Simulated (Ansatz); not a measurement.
Geometry optimisation, Ansatz 0.2.0, RKS PBE0-D4/def2-SVP.

input.yaml

```yaml
crystal:
  periodic: [false, false, false]
  atoms:
    - { symbol: C, position_ang: [-0.12283, 1.06425, -0.73492] }
    - { symbol: C, position_ang: [-0.80026, -0.138, -0.13012] }
    - { symbol: Si, position_ang: [-0.02274, -1.83394, -0.02754] }
    - { symbol: "N", position_ang: [-0.31259, -0.55279, 1.13863] }
    - { symbol: H, position_ang: [-0.07383, 0.97807, -1.81785] }
    - { symbol: H, position_ang: [-0.7418, 1.93043, -0.49715] }
    - { symbol: H, position_ang: [0.88327, 1.24867, -0.34111] }
    - { symbol: H, position_ang: [0.849, -2.71948, 0.74883] }
    - { symbol: H, position_ang: [0.34177, 0.02279, 1.66123] }
basis:
  gaussian: { orbitals: def2-SVP }
hamiltonian:
  xc: pbe0
  dispersion: d4
relax:
  f_tol: 0.02
  max_steps: 50
```

Run as:

```bash
$ ansatz run input.yaml --threads 2 --pin off --max-ram 3072MiB --backend cpu --events-out ev --progress --plain --runs-dir out
```

Where does it end, and by what steps?

The forces met the threshold. The force dipped under the threshold on the way, but the program's further checks kept it going. After 22 steps the energy has fallen by 2.819 eV; H8 moved furthest, 0.97 Å.

```
step  energy less start (eV)  largest force component (eV/Å)  accepted
   0                  0.0000                           1.441       yes
   1                 -0.4102                           2.184       yes
   2                 -0.8528                           2.663       yes
   3                 -1.1913                           1.709       yes
   4                 -1.6148                           1.518       yes
   5                 -2.0371                           0.746       yes
   6                 -2.3321                           1.149       yes
   7                 -2.5845                           0.478       yes
   8                 -2.7235                           0.603       yes
   9                 -2.7593                           0.440       yes
  10                 -2.7623                           0.273       yes
  11                 -2.7776                           0.076       yes
  12                 -2.7820                           0.069       yes
  13                 -2.7812                           0.707        no
  14                 -2.7926                           0.062       yes
  15                 -2.7999                           0.192       yes
  16                 -2.7889                           0.649        no
  17                 -2.8087                           0.098       yes
  18                 -2.8143                           0.043       yes
  19                 -2.8165                           0.200       yes
  20                 -2.8179                           0.093       yes
  21                 -2.8185                           0.019       yes
  22                 -2.8188                           0.014       yes
```

```xyz
9
Properties=species:S:1:pos:R:3
C -0.065 1.048 -0.699
C -0.249 -0.200 0.065
Si -0.745 -2.041 0.360
N 0.039 -0.467 1.275
H 0.581 0.846 -1.568
H -1.036 1.367 -1.109
H 0.368 1.865 -0.099
H 0.607 -2.563 -0.177
H 0.501 0.144 1.952
```

Whether the end is a true minimum wasn't checked by a vibrational analysis.

Time of the run: 28 s on 2 threads of Intel(R) Xeon(R) 6975P-C (Granite Rapids), on a shared host, peak memory 0.18 GiB.
